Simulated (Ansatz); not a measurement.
Reaction (isomerisation): `[CH3][AlH][O][SiH2]O` → `[OH][AlH][CH2]O[SiH3]`

Gas-phase electronic energies from Ansatz, PBE0-D4/def2-TZVP geometries. CBS: MP2 limit from def2 TZ/QZ plus the TZ coupled-cluster correction, frozen cores. Functionals use def2-TZVPP. B3LYP here is the variant with VWN-RPA as its local correlation; programs differ in this. One conformer a species, not always the lowest.

```json
{"level": "B3LYP-D4", "ΔE (kJ/mol)": "247.8", "difference from CCSD(T)/CBS": "-5.4"}
{"level": "ωB97X-V", "ΔE (kJ/mol)": "244.3", "difference from CCSD(T)/CBS": "-8.9"}
{"level": "ωB97M-V", "ΔE (kJ/mol)": "248.3", "difference from CCSD(T)/CBS": "-4.9"}
{"level": "B2PLYP", "ΔE (kJ/mol)": "256.3", "difference from CCSD(T)/CBS": "3.1"}
{"level": "PBE", "ΔE (kJ/mol)": "232.5", "difference from CCSD(T)/CBS": "-20.7"}
{"level": "r2SCAN", "ΔE (kJ/mol)": "249.2", "difference from CCSD(T)/CBS": "-4.0"}
{"level": "PBE0", "ΔE (kJ/mol)": "243.6", "difference from CCSD(T)/CBS": "-9.6"}
{"level": "B3LYP", "ΔE (kJ/mol)": "253.1", "difference from CCSD(T)/CBS": "-0.1"}
{"level": "HF/def2-TZVPP", "ΔE (kJ/mol)": "276.1", "difference from CCSD(T)/CBS": "22.9"}
{"level": "MP2/def2-TZVPP", "ΔE (kJ/mol)": "259.7", "difference from CCSD(T)/CBS": "6.5"}
{"level": "SCS-MP2/def2-TZVPP", "ΔE (kJ/mol)": "256.9", "difference from CCSD(T)/CBS": "3.7"}
{"level": "CCSD/def2-TZVPP", "ΔE (kJ/mol)": "255.7", "difference from CCSD(T)/CBS": "2.5"}
{"level": "CCSD(T)/def2-TZVPP", "ΔE (kJ/mol)": "250.8", "difference from CCSD(T)/CBS": "-2.4"}
{"level": "MP2/def2-QZVPP", "ΔE (kJ/mol)": "261.5", "difference from CCSD(T)/CBS": "8.3"}
{"level": "HF/CBS(def2)", "ΔE (kJ/mol)": "277.9", "difference from CCSD(T)/CBS": "24.7"}
{"level": "MP2/CBS(def2)", "ΔE (kJ/mol)": "262.0", "difference from CCSD(T)/CBS": "8.8"}
{"level": "CCSD(T)/CBS", "ΔE (kJ/mol)": "253.2", "difference from CCSD(T)/CBS": "0"}
```

Largest T1 diagnostic among the species: 0.013.

From PBE to PBE0 (25 % exact exchange), in def2-TZVPP and without D4, ΔE moves by +11.1 kJ/mol. The D4 term adds −5.3 kJ/mol with B3LYP and −2.7 kJ/mol with PBE0; it sums over pairs of atoms, weighted by their polarisabilities, and B3LYP, whose exchange is more repulsive, gets the larger term.
